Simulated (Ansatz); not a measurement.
C2H6SSi can be A, `S[SiH]1CC1`, or B, `C1CS[SiH2]1`.

Calculated with Ansatz (gas phase, PBE0-D4/def2-TZVP geometries, no zero-point term in ΔE). CBS: MP2 limit from def2 TZ/QZ plus the TZ coupled-cluster correction, frozen cores. DFT in def2-TZVPP. B3LYP here is the variant with VWN-RPA as its local correlation; programs differ in this. One conformer a species, not always the lowest.

**Question.** Which is lower in electronic energy at CCSD(T)/CBS, and by how much? (Estimate.)

**Answer.** Computed: B, by 11.9 kcal/mol.

**Question.** Give E(B) − E(A) in kcal/mol with PBE-D4, B3LYP-D4, PBE0-D4, HF/def2-TZVPP, CCSD(T)/def2-SVP, r2SCAN-D4, ωB97M-V. (Best estimate.)

**Answer.** The calculation gave: PBE-D4 -9.8, B3LYP-D4 -10.9, PBE0-D4 -11.0, HF/def2-TZVPP -13.9, CCSD(T)/def2-SVP -11.5, r2SCAN-D4 -9.2, ωB97M-V -11.1. None reverses the order clearly.

**Question.** Does the order hold for the free energy at 298.15 K (harmonic terms from PBE0-D4)? (Estimate.)

**Answer.** Ansatz gave: Yes: G(B) − G(A) = -10.1 kcal/mol, for one conformer each.

Largest T1 diagnostic: 0.011.

Leaving LDA and LC-ωPBE aside and taking each functional with its dispersion term where it has one, the values, not all of them listed here, spread over 3.2 kcal/mol, from BHLYP-D4 to r2SCAN-D4. From BLYP to BHLYP (50 % exact exchange), in def2-TZVPP and without D4, E(B) − E(A) moves by −2.9 kcal/mol.
